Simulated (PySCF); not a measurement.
## Relaxation of triplet WOCl₂

All numbers come from UB3LYP/[W def2-SVP with ECP60, O def2-SVP, Cl def2-SVP], scalar-relativistic core potentials, density fitting, no spin–orbit coupling, PySCF. A (50,194) grid was used.

A hand-made T-shaped (ligand arrangement 1) start, of Cs symmetry, held to at least that symmetry:

```xyz
4
charge 0 multiplicity 3, angstrom
W    -0.2008    0.0000   -0.3201
O    -1.9697    0.0000   -0.2583
Cl   -0.2008    0.0000    2.0399
Cl    2.1578    0.0000   -0.2377
```

Q: What does it relax to?

A: It ends at C2v with W–Cl 2.306 Å (×2), W–O 1.690 Å; Cl–W–Cl 121.3°, Cl–W–O 119.3° (×2) (after a last refinement on a finer grid). The frequency run here used a shortcut that can spoil soft modes, so no verdict on minimum or saddle point is given. Other isomers or separated fragments may lie lower.

Q: How much energy is released, and in how many steps?

A: 159.4 kJ/mol in 9 steps.

With open d or f shells other occupations or spin states may lie lower. No spin–orbit coupling is included, which matters more the heavier the element.

The relaxation took roughly 70 core-seconds on a shared host.
